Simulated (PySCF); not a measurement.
# Steps of a relaxation of [Gd(NH3)4]3+

[Gd(NH3)4]3+ (singlet in the valence; each metal's 4f electrons, 7 of them, lie in its core potential, out of spins and levels; a saddle point, relaxed within its symmetry). PySCF 2.14.0, RKS PBE, Gd lcecp-1-SVP with ECP53, N def2-SVP, H def2-SVP; non-relativistic Hamiltonian with scalar-relativistic core potentials where named; density fitting; no spin-orbit coupling. Origin of the start: template. Columns: position (Å) and force (eV/Å). Energies are counted from the last step; some of the 8 steps are shown. Forces carry noise of the integration grid, about 0.01 to 0.03 eV/Å.

Run from Python with OMP_NUM_THREADS=4. Where DIIS fails, smearing, a level shift and second-order steps follow.
It took 51 s on 4 threads of Intel(R) Xeon(R) Platinum 8488C (Sapphire Rapids), with other jobs on the host, from the converged density of the start.

```xyz
17
step 0  E = 0.214 eV
Gd    0.0000    0.0000    0.0000     0.00    0.00    0.02
N     1.4621    1.4621    1.4621    -1.07   -1.07   -1.07
H     1.3085    1.3085    2.4587     0.02    0.02    0.87
H     2.4587    1.3085    1.3085     0.88    0.01    0.01
H     1.3085    2.4587    1.3085     0.01    0.88    0.01
N    -1.4621   -1.4621    1.4621     1.07    1.07   -1.07
H    -1.3085   -1.3085    2.4587    -0.02   -0.02    0.87
H    -2.4587   -1.3085    1.3085    -0.88   -0.01    0.01
H    -1.3085   -2.4587    1.3085    -0.01   -0.88    0.01
N     1.4621   -1.4621   -1.4621    -1.06    1.06    1.06
H     2.0753   -2.0753   -0.9251     0.59   -0.59    0.28
H     0.9251   -2.0753   -2.0753    -0.28   -0.59   -0.59
H     2.0753   -0.9251   -2.0753     0.59    0.28   -0.59
N    -1.4621    1.4621   -1.4621     1.06   -1.06    1.06
H    -2.0753    2.0753   -0.9251    -0.59    0.59    0.28
H    -0.9251    2.0753   -2.0753     0.28    0.59   -0.59
H    -2.0753    0.9251   -2.0753    -0.59   -0.28   -0.59
```

```xyz
17
step 2  E = 0.007 eV
Gd    0.0000    0.0000    0.0015     0.00    0.00    0.02
N     1.4380    1.4380    1.4374    -0.05   -0.05   -0.05
H     1.3119    1.3119    2.4673     0.03    0.03   -0.08
H     2.4675    1.3107    1.3099    -0.08    0.03    0.02
H     1.3107    2.4675    1.3099     0.03   -0.08    0.02
N    -1.4380   -1.4380    1.4374     0.05    0.05   -0.05
H    -1.3119   -1.3119    2.4673    -0.03   -0.03   -0.08
H    -2.4675   -1.3107    1.3099     0.08   -0.03    0.02
H    -1.3107   -2.4675    1.3099    -0.03    0.08    0.02
N     1.4376   -1.4376   -1.4373    -0.05    0.05    0.05
H     2.0818   -2.0818   -0.9248    -0.04    0.04   -0.06
H     0.9244   -2.0810   -2.0816     0.06    0.04    0.04
H     2.0810   -0.9244   -2.0816    -0.04   -0.06    0.04
N    -1.4376    1.4376   -1.4373     0.05   -0.05    0.05
H    -2.0818    2.0818   -0.9248     0.04   -0.04   -0.06
H    -0.9244    2.0810   -2.0816    -0.06   -0.04    0.04
H    -2.0810    0.9244   -2.0816     0.04    0.06    0.04
```

```xyz
17
step 5  E = 0.000 eV
Gd    0.0000    0.0000    0.0046     0.00    0.00    0.01
N     1.4284    1.4284    1.4263     0.00    0.00    0.00
H     1.3090    1.3090    2.4557    -0.01   -0.01    0.01
H     2.4569    1.3059    1.3021     0.01   -0.01   -0.01
H     1.3059    2.4569    1.3021    -0.01    0.01   -0.01
N    -1.4284   -1.4284    1.4263     0.00    0.00    0.00
H    -1.3090   -1.3090    2.4557     0.01    0.01    0.01
H    -2.4569   -1.3059    1.3021    -0.01    0.01   -0.01
H    -1.3059   -2.4569    1.3021     0.01   -0.01   -0.01
N     1.4260   -1.4260   -1.4255     0.00    0.00    0.00
H     2.0716   -2.0716   -0.9210     0.00    0.00    0.02
H     0.9191   -2.0699   -2.0709    -0.02    0.00   -0.01
H     2.0699   -0.9191   -2.0709     0.00    0.02   -0.01
N    -1.4260    1.4260   -1.4255     0.00    0.00    0.00
H    -2.0716    2.0716   -0.9210     0.00    0.00    0.02
H    -0.9191    2.0699   -2.0709     0.02    0.00   -0.01
H    -2.0699    0.9191   -2.0709     0.00   -0.02   -0.01
```

Where does the relaxation end?

It converges at step 7 in C2v:
```xyz
17
step 7  E = 0
Gd    0.0000    0.0000    0.0064
N     1.4283    1.4283    1.4249
H     1.3084    1.3084    2.4545
H     2.4566    1.3042    1.2986
H     1.3042    2.4566    1.2986
N    -1.4283   -1.4283    1.4249
H    -1.3084   -1.3084    2.4545
H    -2.4566   -1.3042    1.2986
H    -1.3042   -2.4566    1.2986
N     1.4242   -1.4242   -1.4239
H     2.0696   -2.0696   -0.9182
H     0.9152   -2.0673   -2.0688
H     2.0673   -0.9152   -2.0688
N    -1.4242    1.4242   -1.4239
H    -2.0696    2.0696   -0.9182
H    -0.9152    2.0673   -2.0688
H    -2.0673    0.9152   -2.0688
```

How did the contacts change?


```tsv
contact	start (Å)	end (Å)
Gd1–N2 (NH3)	2.532	2.468
Gd1–N6 (NH3)	2.532	2.468
Gd1–N10 (NH3)	2.532	2.470
Gd1–N14 (NH3)	2.532	2.470
```


An lcecp potential fixes the number of 4f electrons, so in runs with it no electron can move into or out of that shell.
